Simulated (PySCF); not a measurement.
**Excitation energy of S by level of theory**

S [Ne] 3s2 3p4 (3P) → S [Ne] 3s1 3p4 4s1 (5P), as a difference of total energies. Computed with PySCF 2.14 in aug-cc-pCVTZ-DK (8s7p5d3f, 75 functions), with the spin-free X2C one-electron Hamiltonian (Gaussian nucleus). Correlated levels: valence: [Ne] frozen; valence and next inner shell: 1s2 frozen; nothing frozen. The calculations carry no spin-orbit coupling.

| method | excitation energy (eV) |
| --- | --- |
| UHF | 16.567 |
| PBE | 17.013 |
| PBE0 | 17.204 |
| BLYP | 17.162 |
| HSE06 | 17.190 |
| r2SCAN0 | 17.022 |
| MN15 | 16.787 |
| MP2 (valence) | 16.872 |
| SCS-MP2 (valence) | 17.057 |
| MP2 (valence and next inner shell) | 16.954 |
| SCS-MP2 (valence and next inner shell) | 17.112 |
| MP2 (all electrons) | 16.948 |
| SCS-MP2 (all electrons) | 17.109 |

Estimate what LDA gives.

17.135 eV, closest to SCS-MP2 (valence and next inner shell) among the rows shown.

Estimate what r2SCAN gives.

16.871 eV, closest to MP2 (valence) among the rows shown.

The upper state lies above the first ionisation limit, where it may autoionise and the basis confines it. A Rydberg-like electron needs more diffuse functions than a valence basis has.

The promoted electron is Rydberg-like, and one or two diffuse shells describe it only roughly, which tends to raise the upper state.
